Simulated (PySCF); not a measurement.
Molecule: SMILES c1ccsc1[SiH2]O (C₄H₆OSSi). Atoms near the plane z = 1.5 Å, at the GFN2-xTB optimised geometry (x, y, z in Å): O1 (-0.8, -3.0, -0.2), Si2 (-1.6, -1.6, 0.0), C3 (-0.4, -0.2, 0.0), C4 (1.0, -0.2, 0.0), C5 (1.5, 1.1, 0.0), C6 (0.6, 2.1, 0.0), S7 (-1.0, 1.5, 0.0), H9 (-2.2, -1.8, 1.4), H11 (1.5, -1.1, 0.0), H12 (2.6, 1.3, 0.0), H13 (0.7, 3.2, 0.0).

Level of theory: PBE0/def2-TZVP run with PySCF. The values are rescaled to run from 0 to 1.

```
|:::::::::::::::::::::::::::|
|:::::::::::::::::::::::::::|
|:::::::::::::::::::::::::::|
|:::::::::::::::::::::::::::|
|:::::::::::::::::::::::::::|
|:::::::::::::::::::::::::::|
|:::::::..::::::::::::::::::|
|::::::....::::::..:::::::::|
|:::::.....::::.....::::::::|
|::::::...::-::.....::::::::|
|::::::::::--::....:::::::::|
|:::::::::::::.....:::::::::|
|::::::::::::.......::::::::|
|::::::::::::.......::::::::|
|:::::::----:.....::::::::::|
|:::::::-===-:....::::::::::|
|::::::-%@%*=-:..:::::::::::|
|::::::+@@@#+-:..:::::::::::|
|::::::=@@@*=-:..:::::::::::|
|::::.::+*=-:.....::::::::::|
|:::....:::..   ..::::::::::|
|:::.......     ..::::::::::|
|:::......      ..::::::::::|
|:::......     ...::::::::::|
|:::......     ...::::::::::|
|:::..............::::::::::|
|:::..............::::::::::|
```
Scale: ten equal steps from 0.000 (start of ' ') to 1.00 (end of '@'), in the order ' .:-=+*#%@'; x runs from -5.50 to 5.50, y from -5.50 (bottom) to 5.50 (top).

Question: Which quantity is mapped?
A. electron localisation function
B. electrostatic potential
C. Laplacian of the electron density
D. an orbital amplitude

Answer: B, electrostatic potential. In full: electrostatic potential (hartree/e), clipped to [-0.08, 0.12].
